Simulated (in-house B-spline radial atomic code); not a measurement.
# RPA and G0W0 on SCAN: the xenon ion Xe³⁺

Configuration [Kr] 4d10 5s2 5p3, highest spin, mean-field start SCAN. Computed with an all-electron radial atomic-structure program (B-spline basis): all electrons, scalar-relativistic (spin-free one-electron X2C), finite nucleus, each spin shell either full or empty, empty states to l = 9 with an (l + 1/2)⁻⁴ tail; G0W0 by contour deformation at full frequency.

Spin-orbit coupling, left out, splits p levels strongly here.

Command:
```bash
python run_gw.py task.json out
```
Settings (radii: box in bohr, nucleus in fm):
```
Z                        54
electrons                51
configuration            [Kr] 4d10 5s2 5p3
hamiltonian              x2c
method                   scan,scan
lmax                     9
rms_radius               4.7859
spin_polarised           True
box_radius               14.14
intervals                68
```

Run time, properties included: 6.8 s on 1 thread of Arm Neoverse N1 (shared host).

Energies (hartree):

```tsv
term	value
mean-field total	-7444.69672
Hartree-Fock functional on these orbitals	-7441.31107
direct second order	-4.575
second-order exchange	1.2544
SOSEX correction	1.1701
```

Task: What is the RPA correlation energy, and what remains with SOSEX?

Result: RPA gives -4.0162 hartree (-2.14 eV per electron); RPA + SOSEX gives -2.8461, and the second-order doubles -3.3206 hartree (no singles). RPA lacks exchange-type terms and so overcorrelates at short range.

Quasi-particle levels (eV):

```tsv
level	occupied	mean field	Σx - vxc	Σc	QP weight	G0W0
5p up	yes	-38.65	-4.58	?	?	?
5s down	yes	-48.63	-2.84	-2.67	0.943	-54.13
4d down	yes	-93.58	-11.46	2.17	0.875	-102.87
5p down	no	-34.62	6.53	-2.70	0.941	-30.79
```

G0W0 = mean field + (Σx - vxc) + Σc, with Σc (partial-wave tail included) taken at the quasi-particle energy. Only the outer levels were computed. Levels of low weight are left out.

Task: Where does G0W0 put 5p up?

Result: At -43.82 eV, with Σc = -0.59 eV and a quasi-particle weight of 0.942. The tabulated removal energy is 42.2 ± 0.2 eV (NIST, measured); the calculation leaves out spin-orbit coupling, Breit and QED terms, and what these don't explain is the method's own error.
